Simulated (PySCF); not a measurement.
## UHF on Cu (copper, neutral)

Configuration: [Ar] 3d10 4s1, 2S determinant. All numbers are calculated (PySCF 2.14, the spin-free X2C one-electron Hamiltonian (Gaussian nucleus), in x2c-SVPall (5s3p3d1f, 36 functions)).

* Total energy: -1652.840699 hartree
* One-electron energy: -2306.9369 hartree
* Hartree (Coulomb) energy: 720.6383 hartree
* Exchange energy: -66.5421 hartree
* ⟨S²⟩: 0.7520
* ⟨L²⟩: 0.000
* Sum of ⟨r⟩: 21.01 bohr
* Sum of ⟨r²⟩: 31.73 bohr²
* Langevin diamagnetic susceptibility: -25.1 ×10⁻⁶ cm³/mol
* Time after the integrals: 0.16 s of wall time on 1 thread of Neoverse-N1 (shared host)

```csv
shell,electrons,mean orbital energy (eV),"rms radius, mean of both spins (bohr)"
1s α,1,-9046.6,0.0602
1s β,1,-9046.6,0.0602
2s β,1,-1133.7,0.254
2s α,1,-1133.7,0.254
2p β,3,-974.62,0.228
2p α,3,-974.56,0.228
3s α,1,-140.47,0.767
3s β,1,-140.43,0.767
3p β,3,-91.749,0.820
3p α,3,-91.621,0.820
3d β,5,-13.196,1.16
3d α,5,-13.093,1.16
4s α,1,-6.665,3.54
```

Densities and radii are taken from the X2C orbitals without a picture-change correction, which distorts them close to the nucleus.
